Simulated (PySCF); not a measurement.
ClIn, charge -1, doublet, at a GFN2-xTB geometry (such geometries of metal compounds can be far from the true shape) (a state made from the parent by changing its charge; the spin is typed, not shown lowest) (all electrons, no relativity) (in this run its highest filled SCF level lies above zero, so its values depend strongly on the basis, on diffuse functions most of all); PBE0/STO-3G (PySCF).

PySCF was given this input:
```python
from pyscf import gto, scf, dft

mol = gto.M(
    atom='''
In   -0.00000000   -0.00000000   -0.68950739
Cl    0.00000000    0.00000000    1.98740366
''',
    basis='sto-3g',
    charge=-1,
    spin=1,
    verbose=4,
)

mf = dft.UKS(mol)
mf.xc = 'pbe0'
mf.grids.atom_grid = (99, 590)
mf.grids.prune = None
mf.kernel()
```

Problem. Write the output that PySCF gives for this input, abridged.

Solution. 
```
PySCF version 2.14.0

[INPUT] verbose = 4
[INPUT] num. atoms = 2
[INPUT] num. electrons = 67
[INPUT] charge = -1
[INPUT] spin (= nelec alpha-beta = 2S) = 1
[INPUT] symmetry False subgroup None
[INPUT] Mole.unit = angstrom
[INPUT] Symbol           X                Y                Z      unit          X                Y                Z       unit  Magmom
[INPUT]  1 In     0.000000000000   0.000000000000  -0.689507390000 AA    0.000000000000   0.000000000000  -1.302980127964 Bohr   0.0
[INPUT]  2 Cl     0.000000000000   0.000000000000   1.987403660000 AA    0.000000000000   0.000000000000   3.755648616358 Bohr   0.0

nuclear repulsion = 164.669131122739
number of shells = 16
number of NR pGTOs = 108
number of NR cGTOs = 36
basis = sto-3g
ecp = {}

******** <class 'pyscf.dft.uks.UKS'> ********
method = UKS
initial guess = minao
damping factor = 0
level_shift factor = 0
DIIS = <class 'pyscf.scf.diis.CDIIS'>
diis_start_cycle = 1
diis_space = 8
diis_damp = 0
SCF conv_tol = 1e-09
SCF conv_tol_grad = None
SCF max_cycles = 50
direct_scf = True
direct_scf_tol = 1e-13
number electrons alpha = 34  beta = 33
XC library pyscf.dft.libxc version 7.1.2
    S. Lehtola, C. Steigemann, M. J. T. Oliveira, and M. A. L. Marques,  SoftwareX 7, 1–5 (2018)
XC functionals = pbe0
    C. Adamo and V. Barone,  J. Chem. Phys. 110, 6158 (1999)
    M. Ernzerhof and G. E. Scuseria,  J. Chem. Phys. 110, 5029 (1999)
radial grids:
    Treutler-Ahlrichs [JCP 102, 346 (1995); DOI:10.1063/1.469408] (M4) radial grids

becke partition: Becke, JCP 88, 2547 (1988); DOI:10.1063/1.454033
pruning grids: None
grids dens level: 3
symmetrized grids: False
atomic radii adjust function: <function treutler_atomic_radii_adjust>
User specified grid scheme (99, 590)
small_rho_cutoff = 0
Set gradient conv threshold to 3.16228e-05
tot grids = 116824
init E= -6124.24472004551

cycle= 1 E= -6139.48678792676  delta_E= -15.2  |g|= 0.168  |ddm|= 1.43
cycle= 2 E= -6139.50198963281  delta_E= -0.0152  |g|= 0.0132  |ddm|= 0.317
cycle= 3 E= -6139.50232750784  delta_E= -0.000338  |g|= 0.00542  |ddm|= 0.0803
cycle= 4 E= -6139.50238801337  delta_E= -6.05e-05  |g|= 0.000873  |ddm|= 0.0247
cycle= 5 E= -6139.5023904117  delta_E= -2.4e-06  |g|= 0.000211  |ddm|= 0.00501
cycle= 6 E= -6139.50239061009  delta_E= -1.98e-07  |g|= 3.5e-05  |ddm|= 0.00173
cycle= 7 E= -6139.50239061865  delta_E= -8.56e-09  |g|= 4.32e-06  |ddm|= 0.00042
cycle= 8 E= -6139.5023906188  delta_E= -1.46e-10  |g|= 1.46e-06  |ddm|= 4.98e-05
Extra cycle  E= -6139.50239061882  delta_E= -1.82e-11  |g|= 7.43e-07  |ddm|= 1.23e-05
converged SCF energy = -6139.50239061882  <S^2> = 0.75106975  2S+1 = 2.0010695
```
